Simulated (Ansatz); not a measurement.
Cost and result for the atomization energy of `SP1BN1` (7 atoms, 7 bonds).

Charge 0, multiplicity 1. The structure was optimised at the PBE0-D4/def2-TZVP level. It is one conformer, not always the lowest. Program: Ansatz. All runs use 2 threads of an Intel Xeon 6975P-C on a shared host. Times are those of one run each, without the atoms' runs, and a repeat can differ threefold. Electronic energies, without spin–orbit coupling; frozen cores. CCSD(T)/CBS adds CCSD(T) − MP2 in def2-TZVPP to the MP2 limit, and its time is that of the two runs behind it. T1 = 0.015.

CCSD(T)/CBS is a level of theory with its own doubt, some kJ/mol a heavy atom from the limit and from the frozen cores, so smaller differences don't rank the functionals.

| level | functions | wall time | atomization (kJ/mol) | difference from CCSD(T)/CBS | per bond |
| --- | --- | --- | --- | --- | --- |
| LDA (SPW92)/def2-TZVPP | 188 | 1.4 s | 2732.6 | 445.2 | 63.6 |
| revPBE-D4/def2-TZVPP | 188 | 2.2 s | 2335.4 | 48.0 | 6.9 |
| CCSD(T)/def2-SVP | 79 | 2.5 s | 2067.7 | -219.7 | -31.4 |
| PBE0-D4/def2-TZVPP | 188 | 2.6 s | 2330.7 | 43.3 | 6.2 |
| BHLYP-D4/def2-TZVPP | 188 | 3.2 s | 2224.1 | -63.3 | -9.0 |
| CAM-B3LYP-D4/def2-TZVPP | 188 | 3.7 s | 2318.8 | 31.4 | 4.5 |
| r2SCAN-D4/def2-TZVPP (with forces) | 188 | 4.6 s | 2322.6 | 35.2 | 5.0 |
| B2PLYP/def2-TZVPP | 188 | 6 s | 2277.7 | -9.7 | -1.4 |
| ωB97X-V/def2-TZVPP | 188 | 7.5 s | 2337.8 | 50.4 | 7.2 |
| ωB97M-V/def2-TZVPP (with forces) | 188 | 8 s | 2344.4 | 57.0 | 8.1 |
| MP2/def2-QZVPP | 344 | 21 s | 2300.0 | 12.6 | 1.8 |
| CCSD(T)/def2-TZVPP | 188 | 33 s | 2193.8 | -93.6 | -13.4 |
| CCSD(T)/CBS(def2) | – | 54 s | 2287.4 | 0.0 | 0.0 |

In def2-TZVPP, CCSD(T) changes the Hartree–Fock value by +706.6 kJ/mol (the triples alone add +57.1 kJ/mol) and MP2 by +757.3 kJ/mol; breaking electron pairs costs correlation energy, which Hartree–Fock lacks. From BLYP to BHLYP (50 % exact exchange), in def2-TZVPP and without D4, the atomization energy moves by −103.6 kJ/mol: exact exchange takes away binding that semilocal exchange gives to molecules. The D4 term adds +28.5 kJ/mol with B3LYP and +14.6 kJ/mol with PBE0; it sums over pairs of atoms, weighted by their polarisabilities, and B3LYP, whose exchange is more repulsive, gets the larger term.

B3LYP here is the variant with VWN-RPA as its local correlation; programs differ in this.
